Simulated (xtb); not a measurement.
C₃H₃ (SMILES [C]1=CC1), doublet, geometry from GFN2-xTB. Base run: GFN2-xTB (xtb).

xtb was given this input:
```
$ xtb mol.xyz --gfn 2 --uhf 1 --json

# file mol.xyz
6

C      0.01666932    -0.11091760     0.82667082
C      0.00408853    -0.69905031    -0.53382474
C     -0.02162935     0.58225352    -0.59208061
H      0.93754951    -0.07354811     1.39599007
H     -0.88439594    -0.10866141     1.42801722
H     -0.04792456     1.54849588    -1.02860011
```

Variants of this job, named by their change:

```tsv
change	ΔE vs base (kcal/mol)	dipole (D)	G_solv (kcal/mol)	SCF cycles
base	0.000	1.49	-	11
etemp = 10000	-22.72	2.01	-	11
etemp = 3000	-1.03	1.62	-	10
acc = 30	0.000	1.49	-	8
acc = 0.1	0.000	1.49	-	12
gbsa = thf	-3.75	1.56	-3.81	11
etemp = 1000	-0.003	1.49	-	11
acc = 1000	0.002	1.49	-	7
alpb = dmf	-3.14	1.55	-3.18	11
```

ALPB and GBSA are two models with their own fitted parameters for each solvent, which aren't always the measured dielectric constant.
